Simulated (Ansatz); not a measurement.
Two isomers of C2H3FSe: A = `C=C(F)[SeH]`, B = `CC(F)=[Se]`.

Program: Ansatz. Geometries: PBE0-D4/def2-TZVP. ΔE: electronic, gas phase. CCSD(T)/CBS adds triple-zeta CCSD(T) − MP2 to the extrapolated MP2 energy (def2 sets, frozen cores). DFT in def2-TZVPP. B3LYP here is the variant with VWN-RPA as its local correlation; programs differ in this. For Se outer-core shells are correlated without core-valence functions, which leaves a few kJ/mol of doubt a bond. Scalar relativity is left out up to krypton. One conformer a species, not always the lowest.

(1) Which isomer does CCSD(T)/CBS put lower? Give the gap. (An estimate is asked.)

(2) Give E(B) − E(A) in kJ/mol with B3LYP, PBE-D4, MP2/def2-TZVPP, CCSD/def2-TZVPP, CCSD(T)/def2-SVP, HF/def2-TZVPP, B3LYP-D4. (An estimate is asked.)

(3) Does the order hold for the free energy at 298.15 K (harmonic terms from PBE0-D4)? (Best estimate.)

Largest T1 diagnostic: 0.015.

## Answers

(1) Ansatz gave: B, by 42.8 kJ/mol.

(2) Ansatz gave: B3LYP -39.6, PBE-D4 -43.8, MP2/def2-TZVPP -46.1, CCSD/def2-TZVPP -34.2, CCSD(T)/def2-SVP -45.9, HF/def2-TZVPP -29.5, B3LYP-D4 -38.8. None reverses the order clearly.

(3) The calculation gave: Yes: G(B) − G(A) = -33.2 kJ/mol, for one conformer each.

From PBE to PBE0 (25 % exact exchange), in def2-TZVPP and without D4, E(B) − E(A) moves by +3.4 kJ/mol. In def2-TZVPP, CCSD(T) changes the Hartree–Fock value by −9.4 kJ/mol (the triples alone add −4.7 kJ/mol) and MP2 by −16.6 kJ/mol.
